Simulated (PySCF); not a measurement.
**Löwdin shares of the frontier orbitals**

Compound: C6H13GeN.
Structure used (PBE0-D3(BJ)/def2-SVP), in Å, numbered top down from 1:
```
atom  x, y, z in Å
C1     2.5739    0.8279    0.1525
C2     1.7701   -0.4619    0.1849
C3     0.3144   -0.2613    0.6153
C4    -0.4399   -1.5534    0.7821
C5    -1.5495   -1.8123    0.0723
C6    -2.0831   -0.8012   -0.9023
Ge7   -0.8335    0.7009   -0.6934
N8    -1.7313    2.1982   -0.1116
H9     3.6182    0.6480   -0.1452
H10    2.1469    1.5506   -0.5618
H11    2.5871    1.3120    1.1425
H12    1.7955   -0.9458   -0.8077
H13    2.2565   -1.1781    0.8731
H14    0.3123    0.2953    1.5722
H15   -0.0539   -2.2990    1.4894
H16   -2.0734   -2.7672    0.1996
H17   -2.1110   -1.1970   -1.9314
H18   -3.1146   -0.4909   -0.6635
H19   -0.0820    1.1300   -1.9700
H20   -1.1539    3.0319   -0.0382
H21   -2.2230    2.0744    0.7699
```

Method used: PySCF 2.14.0, density-fitted response routines, TDDFT B3LYP/def2-SVPD, vertical, gas phase, core orbitals frozen in the response. The B3LYP/def2-SVPD calculation is non-relativistic and has no spin–orbit coupling, an omission that weighs most on germanium.

Kohn–Sham orbitals with the atoms that hold most of them (Löwdin shares over 4%, at most four atoms; ? is withheld):

```json
{"orbital": "LUMO+2", "ε (eV)": "0.54", "atoms": "Ge7 11%, C4 10%, C5 10%, C2 8%"}
{"orbital": "LUMO+1", "ε (eV)": "0.23", "atoms": "Ge7 16%, C5 14%, H20 11%, N8 10%"}
{"orbital": "LUMO", "ε (eV)": "0.16", "atoms": "C4 22%, C5 20%, Ge7 10%, C6 5%"}
{"orbital": "HOMO", "ε (eV)": "-6.60", "atoms": "?"}
{"orbital": "HOMO-1", "ε (eV)": "-6.84", "atoms": "?"}
{"orbital": "HOMO-2", "ε (eV)": "-8.01", "atoms": "N8 26%, C6 22%, Ge7 18%, C3 7%"}
{"orbital": "HOMO-3", "ε (eV)": "-8.40", "atoms": "Ge7 23%, H19 18%, C6 10%, C3 10%"}
```

Question: Give the leading atoms of the HOMO-1.

Answer: C5 (bonded to 2 C and H) 32%; C4 (bonded to 2 C and H) 32%; C6 (bonded to C, Ge and 2 H) 8%; C3 (bonded to 2 C, Ge and H) 7%.

Question: Give the leading atoms of the HOMO.

Answer: N8 (bonded to Ge and 2 H) 41%; C3 (bonded to 2 C, Ge and H) 17%; Ge7 (bonded to 2 C, N and H) 12%; C6 (bonded to C, Ge and 2 H) 6%. By element: nitrogen 41%, carbon 22% or more, germanium 12%.

Question: The HOMO–LUMO gap is 6.76 eV. Where does the response calculation put the lowest singlet, and from which orbitals?

Answer: S1 is at 5.79 eV (f = 0.019), 0.97 eV below the gap, made of HOMO→LUMO (80%), HOMO→LUMO+1 (15%). Without the coupling terms of the response equations the lowest excitation would equal the gap.

Question: One configuration dominates each of S1 and S2. Which, and how do the shares of the two leading atoms of either orbital change from the occupied to the empty one?

Answer: 
- S1 (5.79 eV, f 0.019), HOMO→LUMO (80%): N8 41% → at most 6%, C3 17% → at most 6%, C4 at most 6% → 22%, C5 at most 6% → 20%
- S2 (5.84 eV, f 0.0078), HOMO→LUMO+1 (82%): N8 41% → 10%, C3 17% → at most 10%, Ge7 12% → 16%, C5 at most 6% → 14%

Löwdin shares depend on the basis, the more so with diffuse functions.

Time: 10 min wall; peak memory 1.3 GiB. Hardware: Arm Neoverse N1, one thread (shared host).

One conformer stands for the species.
